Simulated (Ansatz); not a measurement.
# Ligand exchange: C2H5ClSn + CH2F2O → C2H6OSn + CHClF2

Species: C2H5ClSn `C[CH2][Sn][Cl]`, singlet; CH2F2O `OC(F)F`, singlet; C2H6OSn `C[CH2][Sn][OH]`, singlet; CHClF2 (difluorochloromethane) `FC(F)Cl`, singlet. The partners trade Cl for OH: Sn–Cl and C–OH bonds give way to Sn–OH and C–Cl.

Shapes, held fixed at every level: PBE0-D4/def2-TZVP. Flexible molecules stand in one conformer, not always the lowest. Programs: Ansatz 0.2.0. The zero-point and thermal change to 298 K, harmonic and unscaled (PBE0-D4/def2-TZVP), is -5.3 kJ/mol.

```tsv
level	kind	ΔH(298 K) (kJ/mol)	less CCSD(T)/def2-TZVPP	CPU time (sum over the molecules)
SPW92/def2-TZVPP	LDA	+102.4	-5.7	15 s
B3LYP-D4/def2-TZVPP	global hybrid	+109.5	+1.4	53 s
BHLYP-D4/def2-TZVPP	global hybrid	+125.0	+16.9	34 s
r2SCAN0-D4/def2-TZVPP	global hybrid	+117.9	+9.8	55 s
MP2/def2-TZVPP	perturbation theory	+107.3	-0.8	–
CCSD(T)/def2-SVP	coupled cluster or CI	+128.9	+20.8	64 s
CCSD(T)/def2-TZVPP	coupled cluster or CI	+108.1	0.0	9.5 min
```

The highest level, CCSD(T)/def2-TZVPP, gives ΔH(298 K) = +108.1 kJ/mol; the levels span +102.4 to +128.9. The column of differences is taken from that level and isn't an error. No measured value is set beside it here. For atoms past krypton def2 sets carry core potentials with scalar relativity. Correlated rows may include outer-core shells of Sn, which these sets cover unevenly. Times are processor times on shared x86 and Arm servers, and rough.
